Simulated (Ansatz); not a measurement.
Geometry optimisation, Ansatz, RKS B3LYP/def2-SVP.

The input (input.yaml):

```yaml
crystal:
  periodic: [false, false, false]
  atoms:
    - { symbol: Si, position_ang: [0.149243, -0.041717, 0.176024] }
    - { symbol: H, position_ang: [0.290645, -0.06093, 1.612311] }
    - { symbol: O, position_ang: [1.763759, -0.107595, -0.113539] }
    - { symbol: H, position_ang: [2.268624, -0.764435, 0.375456] }
    - { symbol: F, position_ang: [-0.468013, 1.294106, -0.455545] }
    - { symbol: F, position_ang: [-0.694758, -1.271529, -0.426706] }
basis:
  gaussian: { orbitals: def2-SVP }
hamiltonian:
  xc: b3lyp
relax:
  f_tol: 0.03
  max_steps: 50
```

Command:

```bash
$ ansatz run input.yaml --threads 2 --pin off --max-ram 3072MiB --backend cpu --events-out ev --progress --plain --runs-dir out
```

Task: Where does it end, and by what steps?

Result: The forces met the threshold. The force dipped under the threshold on the way, but the program's further checks kept it going. After 21 steps the energy has fallen by 0.382 eV; H4 moved furthest, 0.88 Å.

| step | energy less start (eV) | largest force component (eV/Å) | accepted |
| --- | --- | --- | --- |
| 0 | 0.0000 | 1.204 | yes |
| 1 | -0.2648 | 0.533 | yes |
| 2 | -0.2989 | 0.248 | yes |
| 3 | -0.3013 | 0.426 | yes |
| 4 | -0.3075 | 0.100 | yes |
| 5 | -0.3083 | 0.023 | yes |
| 6 | -0.3088 | 0.066 | yes |
| 7 | -0.3127 | 0.034 | yes |
| 8 | -0.1885 | 2.743 | no |
| 9 | -0.3131 | 0.110 | yes |
| 10 | -0.3162 | 0.043 | yes |
| 11 | -0.2621 | 1.926 | no |
| 12 | -0.3182 | 0.173 | yes |
| 13 | -0.3171 | 0.596 | no |
| 14 | -0.3193 | 0.084 | yes |
| 15 | -0.3215 | 0.105 | yes |
| 16 | -0.3243 | 0.349 | yes |
| 17 | -0.3341 | 0.231 | yes |
| 18 | -0.3490 | 0.224 | yes |
| 19 | -0.3727 | 0.149 | yes |
| 20 | -0.3807 | 0.144 | yes |
| 21 | -0.3817 | 0.014 | yes |

```xyz
6
Properties=species:S:1:pos:R:3
Si 0.205 -0.081 0.368
H -0.230 0.169 1.744
O 1.822 -0.325 0.360
H 2.276 -0.520 -0.469
F -0.195 1.158 -0.585
F -0.569 -1.355 -0.250
```

Whether the end is a true minimum wasn't checked by a vibrational analysis.

Time of the run: 24 s on 2 threads of Arm Neoverse V2, on a shared host, peak memory 0.14 GiB.
